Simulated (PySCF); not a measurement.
# A survey of ¹⁹F NMR shifts

- NMR shieldings at PBE0/pcSseg-1/GIAO
- structure optimised with GFN2-xTB
- run in PySCF 2.14.0 with density-fitted response routines
- fast rotation and ring inversion assumed for equivalent nuclei, isolated molecule, no relativistic terms, single conformer

Shieldings were converted by a linear fit to measured shifts: ¹⁹F: δ = 146.13 − 0.903σ +14.6 on sp3 carbon (rms 6.0 ppm, 223 shifts, 7.0 ppm with the 5 outliers that the fit left out vs CFCl3, solution or neat liquid). A few per cent of atoms miss by over 2 rms, more outside the fitted compound classes.

Question: Give the ¹⁹F shifts of `C[SiH2]C(F)(F)F`.

Answer: 
| compound | environment | δ (ppm) |
| --- | --- | --- |
| C[SiH2]C(F)(F)F | fluorine of a CF3 group (×3) | -59.4 |

Question: Order these by ¹⁹F shift, lowest first.
A. C=C(CC)[C@@H]1NC[C@@H]1F
B. CO/C=C\C/C(C)=C\F
C. C[SiH2]C(F)(F)F
D. C[C@@H]1[C@@H](C)C[C@H]1C(=O)F

Answer: A (-181.9 ppm, fluorine on an sp3 carbon), B (-131.6 ppm, vinylic fluorine), C (-59.4 ppm, fluorine of a CF3 group), D (37.8 ppm, fluorine bonded to C).
